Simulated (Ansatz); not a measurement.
Program: Ansatz. Geometries: PBE0-D4/def2-TZVP. ΔE: electronic, gas phase. CBS: MP2 limit from def2 TZ/QZ plus the TZ coupled-cluster correction, frozen cores. DFT in def2-TZVPP. One conformer a species, not always the lowest.

Consider the isomerisation: `C[SiH2]BO[SiH3]` → `BOC([SiH3])[SiH3]`.

| level | ΔE (kJ/mol) |
| --- | --- |
| ωB97M-V | 165.9 |
| PBE0 | 172.8 |

Problem. What does CCSD(T)/CBS give? (An estimate is asked.)

Solution. Computed: +172.3 kJ/mol. The listed levels differ from it by -6.4, 0.5 kJ/mol.

Largest T1 diagnostic among the species: 0.014.

The D4 term adds −7.7 kJ/mol with B3LYP and −4.2 kJ/mol with PBE0; it sums over pairs of atoms, weighted by their polarisabilities, and B3LYP, whose exchange is more repulsive, gets the larger term. In def2-TZVPP, CCSD(T) changes the Hartree–Fock value by −15.1 kJ/mol (the triples alone add −3.6 kJ/mol) and MP2 by −12.3 kJ/mol.

B3LYP here is the variant with VWN-RPA as its local correlation; programs differ in this.
